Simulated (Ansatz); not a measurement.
Species: Sc, charge 0, doublet.

Total energies in cc-pwCVTZ-DK, 11 correlated electrons, 5 frozen orbitals. Radicals and triplets start from unrestricted determinants; spin-orbit coupling is neglected. The -DK rows use spin-free X2C, correlate 3s3p of the metal (1s2s2p frozen) and give its partners the cc-pVXZ-DK valence sets. The determinant of Sc ([Sc], doublet) is a saddle point of the SCF energy; a lower one exists, which strains HF and MP2. Open-shell metal atoms are single determinants, not pure terms.

```csv
method,program,energy (Eh),minus CCSDT(Q) (mEh)
HF,Ansatz,-763.28739,376.70
MP2,Ansatz,-763.62647,37.62
CCSD,Ansatz,-763.64986,14.23
CCSD(T),Ansatz,-763.66269,1.39
CCSDT(Q),Ansatz,-763.66409,0.00
```

Ansatz is a first-principles code.
